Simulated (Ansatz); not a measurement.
```xyz
10

O    -0.8438   -1.9782   -1.0213
C    -0.3057   -0.9256   -0.3750
C    -0.5780    0.3721   -0.6589
C     0.1128    1.3074    0.1625
C     0.9347    0.7820    1.1003
Se    0.9189   -1.0785    1.0383
H    -0.5116   -2.8056   -0.6656
H    -1.2652    0.6508   -1.4470
H    -0.0103    2.3773    0.0453
H     1.5483    1.2984    1.8213
```

Charge 0, multiplicity 1.

Question: List the r2SCAN/def2-TZVPP orbital energies in eV (Ansatz 0.2.0). (Best estimate.)

Answer: Computed: Occupied: -12334.69, -1575.33, -1412.57, -1412.54, -1412.51, -517.15, -275.41, -273.61, -273.21, -272.89, -211.47, -154.92, -154.81, -154.68, -55.28, -55.27, -55.15, -55.07, -55.06, -28.53, -22.31, -18.85, -18.51, -15.66, -14.07, -13.29, -11.99, -10.80, -10.65, -10.05, -8.77, -8.56, -8.37, -6.16, -5.26. Lowest empty: -0.99, -0.92, 0.93, 1.06, 1.78, 2.11, 3.25, 3.47.
